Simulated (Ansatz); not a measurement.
Relaxation of CH8BNO (12 atoms, charge 0, multiplicity 1), to a largest force component of 0.03 eV/Å in at most 50 steps.

All numbers below come from RKS revPBE/6-31G* (Ansatz).

```xyz
12
Properties=species:S:1:pos:R:3
B 0.057 0.170 0.148
C -0.128 0.315 1.730
H -1.121 0.008 2.118
H 0.656 -0.209 2.304
H -0.019 1.387 1.999
H 1.154 0.155 -0.363
O -0.987 0.326 -0.744
H -1.841 0.387 -0.268
N -0.103 -2.506 0.747
H -0.932 -3.082 0.539
H 0.655 -3.166 0.976
H -0.316 -1.997 1.630
```

**Question.** Where does it end, and by what steps?

**Answer.** The forces met the threshold. After 14 steps the energy has fallen by 0.397 eV; H10 moved furthest, 1.01 Å. Joined: B1–N9 (2.75 → 1.77 Å).

```tsv
step	energy less start (eV)	largest force component (eV/Å)	accepted
0	0.0000	0.616	yes
1	-0.0588	0.536	yes
2	-0.0898	0.373	yes
3	-0.1208	0.893	yes
4	-0.1501	0.900	yes
5	-0.1947	0.564	yes
6	-0.2484	0.741	yes
7	-0.3018	1.030	yes
8	-0.3517	0.342	yes
9	-0.3706	0.448	yes
10	-0.3722	0.314	yes
11	-0.3668	0.558	no
12	-0.3937	0.131	yes
13	-0.3964	0.047	yes
14	-0.3971	0.024	yes
```

```xyz
12
Properties=species:S:1:pos:R:3
B -0.043 -0.399 0.346
C -0.039 0.370 1.776
H -0.999 0.275 2.330
H 0.759 0.035 2.465
H 0.126 1.453 1.624
H 1.022 -0.397 -0.267
O -1.173 -0.179 -0.532
H -1.899 0.222 -0.017
N -0.146 -2.125 0.733
H -0.354 -2.612 -0.148
H 0.728 -2.509 1.115
H -0.906 -2.346 1.392
```

Whether the end is a true minimum wasn't checked by a vibrational analysis.

Run time: 45 s on 1 thread of Intel(R) Xeon(R) Platinum 8488C (Sapphire Rapids), on a shared host, peak memory 0.16 GiB.
